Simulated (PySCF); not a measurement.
The same groups moved round the core (propene amino). Gas-phase values, no solvent. One relaxed conformer stands for each flexible species; it need not be the lowest. Strings in code marks are SMILES.

Computed with r2SCAN-D4/def2-TZVP (PySCF). All candidates: neutral, multiplicity 1. Delta-SCF ions had no search for a lower state. Excitations are Tamm–Dancoff values on a coarser integration grid. The basis has no diffuse functions, so Rydberg states are missing or too high.

```json
{
 "S1 excitation (TDA)": "5.75 eV",
 "vertical ionisation energy (Delta-SCF)": "7.83 eV",
 "HOMO–LUMO gap": "5.25 eV"
}
```

Task: Name which member has these values.
A) `C/C=C/N`
B) `C=C(C)N`
C) `C/C=C\N`

Result: C, `C/C=C\N`. The others give `C=C(C)N`: 5.93 eV, 7.99 eV, 5.27 eV; `C/C=C/N`: 6.04 eV, 7.80 eV, 5.21 eV
